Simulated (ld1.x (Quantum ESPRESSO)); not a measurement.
V (Z = 23): one change to a TM potential, before and after

* Element: V (Z = 23)
* Generator: ld1.x (Quantum ESPRESSO) 7.5
* Type: norm-conserving Troullier–Martins (Kleinman–Bylander form)
* Functional: PBE
* Relativity: scalar-relativistic
* Frozen core: [Ne] 3s2
* Valence charge: 11
* Reference configuration: 3p6 3d2 4s0 4p0 (charge +3)
* Partial waves: 4s (bound, empty): rc 1.85 bohr; 3p (bound): rc 1.65 bohr; 3d (bound): rc 1.30 bohr
* Local potential: all-electron potential smoothed inside 1.70 bohr (lloc = -1)
* Core correction: a·sin(br)/r model core inside 1.05 bohr

Change: core correction a·sin(br)/r model core inside 0.64 bohr.

Cutoffs: the cutoffs (Ry, on a coarse ladder) from which the occupation-weighted sum of valence levels, in a spherical-Bessel basis at the reference potential, stays within 10 and 1 mRy of its value at 400 Ry; they do not see the model core or the augmentation charge, which bear on the density cutoff. Errors are all-electron minus pseudo energies relative to the spin-unpolarised reference configuration.

Question: Predict the effect on cutoff, ghosts and configuration errors.

Answer: The potential gets neither clearly harder nor softer (110 Ry and 140 Ry → 110 Ry and 140 Ry); both files keep a bound ghost (s); the number of tests that count goes from 6 to 4; the errors of the 4 common tests hardly move. A model core, the more so a compact one, raises the density cutoff, which this test does not measure.

```csv
quantity,base,changed
"cutoff, loose",110 Ry,110 Ry
"cutoff, tight",140 Ry,140 Ry
bound ghosts,s,s
"tests counted (converged, no solver errors)",6 of 7,4 of 7
"error for 3p6 3d3 4s1 4p0, meV [ΔE -43.19 eV]",-430,-452
"error for 3p6 3d3 4s0 4p0, meV [ΔE -28.90 eV]",-60,-61
"error for 3p6 3d2 4s2 4p0, meV [ΔE -39.95 eV]",-103,-106
"error for 3p5 3d3 4s2 4p0, meV [ΔE 0.02 eV]",-73,-74
s: phases at 2.00 bohr within 0.05 rad from the reference energy up to (Ry; the scan ends near 5),-1.2,-1.2
p: phases at 2.00 bohr within 0.05 rad from the reference energy up to (Ry; the scan ends near 5),-0.9,-0.9
d: phases at 2.00 bohr within 0.05 rad from the reference energy up to (Ry; the scan ends near 5),0.2,0.2
```

Base: Tests not counted: 3p6 3d3 4s2 4p0 (solver errors, printed error -1306 eV). These tests converged, but a pseudo level misses the all-electron one widely, so the file describes the atom poorly there or has found another state: 3p6 3d4 4s1 4p0: 3d by 3.2 eV. Changed file: Tests not counted: 3p6 3d3 4s2 4p0 (solver errors, printed error -1286 eV); 3p6 3d4 4s1 4p0 (solver errors, printed error -1286 eV); 3p6 3d3 4s1 4p1 (pseudo-atom not self-consistent, printed error +3.0 eV). A true bound ghost makes a file unfit for plane-wave use even where its test errors are small: the radial tests pick states by their node count and pass the ghost by. Where a test does run into it, the solver fails or the error is huge.
